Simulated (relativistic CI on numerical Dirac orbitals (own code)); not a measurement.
# Magnetism of Yb³⁺, 4f13, in a crystal field

Calculated by Dirac-Coulomb-Breit CI, separate exchange-only KLI orbitals for each configuration, QED by a radiative potential, valence Slater integrals scaled by 0.7, one configuration in a parametric crystal field (own radial code).

Field parameters in Wybourne normalisation; cubic f-shell fields have B⁴₄ = √(5/14) B⁴₀ and B⁶₄ = −√(7/2) B⁶₀. The field is a parameter set, without covalency.

S is read from ⟨S²⟩ = S(S + 1).

Powder χT (cm³ K mol⁻¹) by Van Vleck's formula, with temperature-independent terms:

```
                                                                                                           Field    2 K    5 K   10 K   20 K  50 K  100 K  200 K  300 K
C2v, B20 = 160, B22 = -200, B40 = -390, B42 = -440, B44 = -450, B60 = -730, B62 = -310, B64 = 40, B66 = -10 cm⁻¹   1.01   1.03   1.08   1.17  1.44   1.84   2.28   2.44
   C2v, B20 = -700, B22 = -370, B40 = 740, B42 = 360, B44 = 40, B60 = 730, B62 = 260, B64 = 280, B66 = -190 cm⁻¹   1.87   1.88    1.9   1.93  2.04   2.19   2.35   2.44
                                    D3d, B20 = 730, B40 = 1300, B43 = -740, B60 = 90, B63 = 230, B66 = -340 cm⁻¹   1.28    1.3   1.32   1.37  1.53   1.77   2.13   2.32
                                            D4h, B20 = -670, B40 = -290, B44 = -700, B60 = -150, B64 = -780 cm⁻¹    1.2   1.33   1.55   1.77  1.98   2.13   2.33   2.43
                                                                                   Oh, B40 = 550, B60 = 480 cm⁻¹  0.686  0.715  0.762  0.856  1.14   1.62   2.21   2.41
                                                                                   Oh, B40 = 310, B60 = 290 cm⁻¹  0.699  0.746  0.825  0.984  1.47   2.08   2.44   2.52
```

Question: For Oh, B40 = 310, B60 = 290 cm⁻¹: what effective moment follows at 300 K?

Answer: μ_eff = √(8χT) = 4.49 μB. The LS value g√(J(J + 1)) of the free ion's ²F°7/2 level is 4.54 μB.
